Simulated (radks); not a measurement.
Spherical quantum dot in the effective-mass picture: electrons in a hard-walled sphere of radius 2.7, all in effective atomic units (hartree* = m*/eps^2 hartree, bohr* = eps/m* bohr), one dielectric constant everywhere. Calculated with a radial shooting solver with Libxc functionals: non-relativistic Kohn-Sham, LDA (Slater exchange, Perdew-Wang correlation), spin-polarised, spherical densities. Levels are named by radial order and angular momentum (1s, 1p, 1d, 2s, ...), and open shells are averaged over m.

N = 21, configuration 1s2 1p6 1d10 1f(up 3, down 0). This is the lowest configuration that the search found. Occupied and some empty levels:

level    occupation  eigenvalue (hartree*)  <r> (bohr*)
1s up             1                 10.791        1.727
1s down           1                 10.839        1.720
1p up             3                 11.200        1.830
1p down           3                 11.253        1.827
1d up             5                 11.867        1.907
1d down           5                 11.923        1.906
1f up             3                 12.756        1.968
1f down           0                 12.814        1.968
2s up             0                 13.025        1.226
2s down           0                 13.046        1.228
1g up             0                 13.849        2.018
1g down           0                 13.908        2.018
2p up             0                 14.271        1.416
2p down           0                 14.299        1.416
2d up             0                 15.724        1.541
2d down           0                 15.757        1.540

Energy (hartree*): total 142.197, kinetic 46.683, external 0, Hartree 107.85, exchange-correlation -12.331.
